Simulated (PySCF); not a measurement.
## GaH + Cl₂ → GaCl + HCl

Level: PBE0 in the def2-TZVPD basis family, all electrons, no relativity, computed in PySCF with density fitting; open shells unrestricted.

| species | state and structure | ZPE (kJ/mol) | H(298 K) − H(0) (kJ/mol) | S° (J/(mol K)) |
| --- | --- | --- | --- | --- |
| GaH | singlet, C∞v, Ga–H 1.681 Å | 9.6 | 8.7 | 199.6 |
| Cl₂ | singlet, D∞h, Cl–Cl 1.980 Å | 3.5 | 9.1 | 222.4 |
| GaCl | singlet, C∞v, Ga–Cl 2.217 Å | 2.2 | 9.6 | 240.0 |
| HCl | singlet, C∞v, H–Cl 1.279 Å | 17.9 | 8.7 | 186.6 |

Question: Is the gas-phase reaction uphill or downhill in electronic energy at this level, and by how much?

Answer: At PBE0/def2-TZVPD, ΔE = -380.5 kJ/mol, downhill. 

Question: Add zero-point, thermal and entropy terms for 298.15 K and 1 bar.

Answer: ΔZPE = 7.0 and Δ[H(298) − H(0)] = 0.5 kJ/mol give ΔH° = -373.0 kJ/mol. ΔS° = 4.6 J/(mol K), so ΔG° = -373.0 − 298.15 × (0.0046) = -374 kJ/mol.

Each species is the lowest minimum found with this bonding; other isomers or fragments can lie lower.
